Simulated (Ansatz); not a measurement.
`O[Si@H]1S[C@H]1F` + H–F → `F[C@H]1S[Si@@H]1F` + H₂O at 500 K and 1 bar (ligand exchange at the Si–O bond).

Program: Ansatz. Geometries: PBE0-D4/def2-TZVP. ΔE: electronic, gas phase. CCSD(T)/CBS adds triple-zeta CCSD(T) − MP2 to the extrapolated MP2 energy (def2 sets, frozen cores). This one scheme is used for every species. One conformer a species, not always the lowest.

```csv
species,CCSD(T)/CBS energy (Eh),H − E (kJ/mol),S (J/(mol·K))
`O[Si@H]1S[C@H]1F`,-901.71322,156.3,382.4
H–F,-100.39570,39.4,188.7
`F[C@H]1S[Si@@H]1F`,-925.74020,122.5,369.9
H₂O,-76.37941,73.2,206.3
```

H − E and S are ideal-gas, rigid-rotor, harmonic terms from PBE0-D4/def2-TZVP, for one conformer and one mirror image of each species. 1 Eh = 2625.50 kJ/mol, R = 8.31446 J/(mol·K).

Task: By hand: ΔE, ΔH, ΔS and ΔG.

Result: ΔE = (-925.74020) + (-76.37941) − (-901.71322) − (-100.39570) = -0.01069 Eh = -28.1 kJ/mol. Δ(H − E) = 122.5 + 73.2 − 156.3 − 39.4 = 0.0, so ΔH = -28.1 kJ/mol. ΔS = 369.9 + 206.3 − 382.4 − 188.7 = 5.1 J/(mol·K). ΔG = -28.1 − 500 × (5.1)/1000 = -30.7 kJ/mol.

Task: By hand: the equilibrium constant, and the temperature at which ΔG would vanish if ΔH and ΔS stayed fixed.

Result: log₁₀ K = −ΔG/(RT ln 10) = 3.2. ΔH and −TΔS have one sign here, so there is no such temperature.

The number of gas molecules stays the same, so ΔS is small and ΔH decides. A doubt of 5 kJ/mol in ΔE shifts log₁₀ K by 0.5 here. Other conformers and mirror images would add mixing entropy, several J/(mol·K) or more a flexible species. These are equilibria of isolated gas molecules and say nothing of rates. Largest T1 diagnostic: 0.013 (customary marks: 0.02 for closed shells, 0.045 for open ones).

ΔS is within the doubt of such terms, so its sign, and with it that verdict, could turn.
